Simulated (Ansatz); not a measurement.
A trace of molecular dynamics of a periodic cell of 39 atoms, H10C2S (packed as 3 SH2 + 6 CH4, density as packed 0.59 g/cm³ with natural masses).

These are results of DFT PBE, scalar-relativistic, plane waves, PAW (Ansatz), not measurements. Settings: accuracy low, cutoff 420 eV, k mesh 1x1x1, fermi-dirac smearing 0.05 eV, no spin polarisation.

- ensemble: NVT, Nosé–Hoover chain
- set temperature: 1500 K
- thermostat: time constant 100 fs, chain length 1
- seed: 77242

```
time (fs)  T (K)  potential energy less start (eV)  conserved less start (meV/atom)
      0.0   1500                             0.000                             0.00
     12.0   1624                            -0.634                            -0.66
     24.0   1627                            -0.659                            -0.63
     36.0   1527                            -0.153                             0.11
     48.0   1416                             0.363                             0.03
     60.0   1271                             1.072                             0.42
     72.0   1299                             0.914                             0.32
     84.0   1419                             0.299                            -0.29
     96.0   1412                             0.338                            -0.28
    108.0   1389                             0.475                             0.00
    120.0   1326                             0.813                             0.28
    132.0   1409                             0.409                            -0.38
    144.0   1545                            -0.248                            -0.86
    156.0   1542                            -0.180                            -0.50
    168.0   1440                             0.389                             0.20
    180.0   1361                             0.823                             0.22
    192.0   1581                            -0.220                            -0.39
    204.0   1699                            -0.728                            -0.30
    216.0   1673                            -0.540                            -0.24
    228.0   1525                             0.233                            -0.28
    240.0   1433                             0.725                            -0.18
    252.0   1392                             0.967                             0.01
    264.0   1473                             0.593                             0.03
    276.0   1520                             0.381                            -0.07
    288.0   1623                            -0.118                            -0.23
    300.0   1672                            -0.351                            -0.04
```

Can this run be trusted? Judge the integration.

The conserved energy stayed within 1.5 meV per atom of its start (net change -0.044 meV per atom), so there is no drift, though single steps change it by up to 36 meV in the whole system, a sign of fast motions only just resolved. A run of 0.3 ps of so small a system gives no equilibrium averages. Limits of this set-up: coarse k mesh, low accuracy level. The time step was 0.75 fs.

The run took 8.7 min on 1 thread of Intel(R) Xeon(R) 6975P-C (Granite Rapids), with other jobs on the host, peak memory 0.56 GiB.
